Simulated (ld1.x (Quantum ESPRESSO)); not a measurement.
# Logarithmic derivatives: phosphorus (P), TM

```json
{
  "Element": "phosphorus",
  "Generator": "ld1.x (Quantum ESPRESSO) 7.5",
  "Type": "norm-conserving Troullier–Martins (Kleinman–Bylander form)",
  "Functional": "LDA (PZ)",
  "Relativity": "non-relativistic",
  "Frozen core": "[Ne]",
  "Valence charge": "5",
  "Reference configuration": "3s2 3p2.75 (charge +0.25)",
  "Partial waves": "3s (bound): rc 1.60 bohr; 3p (bound): rc 1.35 bohr; 3d channel at -0.1 Ry: rc 1.30 bohr",
  "Local potential": "the d channel",
  "Core correction": "none"
}
```

The phase is arctan(r·u′/u) with u = r·R(r), unwrapped; energies in Ry, scanned from -3 to 5 Ry. A pole is an energy at which the radial function vanishes at the test radius. The pseudo phase is shifted by a multiple of π to meet the all-electron one at the reference energy, and phase errors are pseudo minus all-electron; the curves can meet again beyond the range given. Levels narrower than the energy grid can be missing from the lists of poles.

| channel | radius (bohr) | reference energy (Ry) | poles, all-electron | poles, pseudo | unbroken range about the reference energy with phases within 0.05 rad | phase error 1 Ry above the reference energy (rad) |
| --- | --- | --- | --- | --- | --- | --- |
| s | 1.75 | -1.18 | 2.67 | -0.18, 3.18 | below -0.5 | -0.426 |
| p | 1.75 | -0.56 | 3.66 | 2.93 | below 2.7 | -0.014 |
| d | 1.75 | -0.10 | 4.18 | 4.22 | the whole range | +0.001 |

Phases in the d channel:

```
E (Ry)  all-electron  pseudo
 -3.00         1.244   1.244
 -2.76         1.231   1.231
 -2.52         1.217   1.217
 -2.28         1.200   1.200
 -2.04         1.182   1.182
 -1.80         1.160   1.160
 -1.56         1.135   1.135
 -1.32         1.106   1.106
 -1.08         1.071   1.071
 -0.84         1.028   1.028
 -0.60         0.975   0.975
 -0.36         0.908   0.908
 -0.12         0.820   0.820
  0.12         0.703   0.703
  0.36         0.543   0.543
  0.60         0.325   0.326
  0.84         0.044   0.045
  1.08        -0.275  -0.274
  1.32        -0.576  -0.574
  1.56        -0.819  -0.817
  1.80        -1.000  -0.998
  2.04        -1.133  -1.130
  2.28        -1.232  -1.229
  2.52        -1.307  -1.305
  2.76        -1.367  -1.365
  3.00        -1.416  -1.413
  3.24        -1.456  -1.454
  3.48        -1.491  -1.488
  3.72        -1.521  -1.518
  3.96        -1.548  -1.544
  4.20        -1.572  -1.568
  4.44        -1.595  -1.591
  4.68        -1.616  -1.611
  4.92        -1.636  -1.631
```
